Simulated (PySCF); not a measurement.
# Frontier orbitals and the lowest excitations

Compound: C4H10ClFSi.
Geometry (GFN2-xTB, Å), atoms numbered from 1 in this order:
```xyz
17
C4H10ClFSi angstrom
C      2.4799   -0.7958    0.0319
C      1.0454   -0.6089    0.5099
C      0.4729    0.7345    0.0497
Si    -1.3202    1.0264    0.6006
C     -2.5662   -0.2789    0.0268
F     -1.3263    0.9775    2.2230
Cl    -1.9257    2.8892    0.1159
H      2.5257   -0.7691   -1.0551
H      2.8749   -1.7514    0.3685
H      3.1184   -0.0057    0.4208
H      1.0145   -0.6600    1.5996
H      0.4291   -1.4221    0.1217
H      0.5465    0.7914   -1.0382
H      1.1080    1.5343    0.4395
H     -3.5648   -0.0447    0.3864
H     -2.3043   -1.2626    0.4049
H     -2.6146   -0.3420   -1.0560
```

The calculation used TDDFT wB97X-D/def2-SVPD, vertical, gas phase, core orbitals frozen in the response (PySCF).

Frontier orbitals with the atoms that hold most of them (Löwdin shares over 4%, at most four atoms; ? is withheld):

```csv
orbital,ε (eV),atoms
LUMO+2,2.74,"Cl7 21%, C5 12%, C1 10%, H10 7%"
LUMO+1,2.58,"Cl7 35%, C1 15%, Si4 9%, C2 7%"
LUMO,1.99,?
HOMO,-10.27,"C3 24%, Cl7 21%, Si4 15%, C5 12%"
HOMO-1,-11.34,?
HOMO-2,-11.56,"C2 26%, C1 13%, H12 13%, C3 13%"
HOMO-3,-11.61,"Cl7 35%, C2 16%, C3 13%, C1 9%"
```

Which atoms hold the LUMO, and with what shares?

Si4 (bonded to 2 C, Cl and F) 22%; Cl7 (bonded to Si) 15%; C5 (bonded to Si and 3 H) 12%; C2 (bonded to 2 C and 2 H) 6%. By element: silicon 22%, carbon 18% or more, chlorine 15%.

Give the leading atoms of the HOMO-1.

Cl7 (bonded to Si) 71%; Si4 (bonded to 2 C, Cl and F) 8%; C5 (bonded to Si and 3 H) 6%.

The HOMO–LUMO gap is 12.26 eV. Where does the response calculation put the lowest singlet, and from which orbitals?

S1 is at 8.28 eV (f = 0.133), 3.98 eV below the gap, made of HOMO→LUMO (48%), HOMO→LUMO+3 (30%). 

Next come S2 at 8.41 eV (f 0.015), HOMO→LUMO (42%), HOMO→LUMO+3 (29%), HOMO→LUMO+1 (12%); S3 at 8.69 eV (f 0.0024), HOMO→LUMO+1 (36%), HOMO→LUMO+3 (21%), HOMO→LUMO+5 (8%); S4 at 9.08 eV (f 0.085), HOMO-1→LUMO (45%), HOMO-1→LUMO+1 (28%); S5 at 9.20 eV (f 0.019), HOMO→LUMO+2 (60%).

Löwdin shares depend on the basis, the more so with diffuse functions.

Hardware: Intel Xeon at 2.50 GHz, one thread, no GPU, shared host. Cost: 3.5 min wall, 2.9 min CPU, 1.0 GiB resident at most.

One conformer stands for the species.
